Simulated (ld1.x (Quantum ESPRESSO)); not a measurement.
**Plane-wave convergence, TM semilocal potential for Ir (Z = 77)**

* Element: iridium
* Generator: ld1.x (Quantum ESPRESSO) 7.5
* Type: norm-conserving Troullier–Martins (semilocal form)
* Functional: LDA (PZ)
* Relativity: scalar-relativistic
* Frozen core: [Xe] 4f14
* Valence charge: 9
* Reference configuration: 5d7 6s1 6p0 (charge +1)
* Partial waves: 6s (bound): rc 1.70 bohr; 6p (bound, empty): rc 3.30 bohr; 5d (bound): rc 2.20 bohr
* Local potential: the d channel
* Core correction: Bessel-smoothed model core, default radius (core density twice the valence density)

The pseudo-atom Hamiltonian at the reference potential is diagonalised in spherical Bessel functions j_l(qr) that vanish at 20 bohr, with q² up to the cutoff. All-electron valence levels (Ry): 6s -1.0228, 6p -0.5457, 5d -1.1455.

**Question.** How do the lowest levels (Ry) of each channel move with the cutoff, and are there ghosts?

**Answer.**

| cutoff (Ry) | s #1 | s #2 | p #1 | p #2 | d #1 | Σ f·Δε (mRy) |
| --- | --- | --- | --- | --- | --- | --- |
| 8 | -0.9366 | -0.2253 | -0.5453 | -0.1492 | -0.5875 | 3991.8 |
| 15 | -0.9603 | -0.2298 | -0.5456 | -0.1493 | -0.9205 | 1637.6 |
| 30 | -1.0188 | -0.2492 | -0.5457 | -0.1493 | -1.1378 | 57.5 |
| 45 | -1.0195 | -0.2525 | -0.5457 | -0.1493 | -1.1454 | 4.0 |
| 70 | -1.0213 | -0.2538 | -0.5457 | -0.1493 | -1.1455 | 1.6 |
| 100 | -1.0221 | -0.2540 | -0.5457 | -0.1493 | -1.1455 | 0.7 |
| 400 | -1.0228 | -0.2543 | -0.5457 | -0.1493 | -1.1455 | 0.0 |

Result: no extra level below or beside the all-electron valence levels (s, p, d tested); the semilocal form is local in each channel, so this says nothing of the separable form that plane-wave codes build from it; 10 mRy is reached at 40 Ry and 1 mRy at 80 Ry.
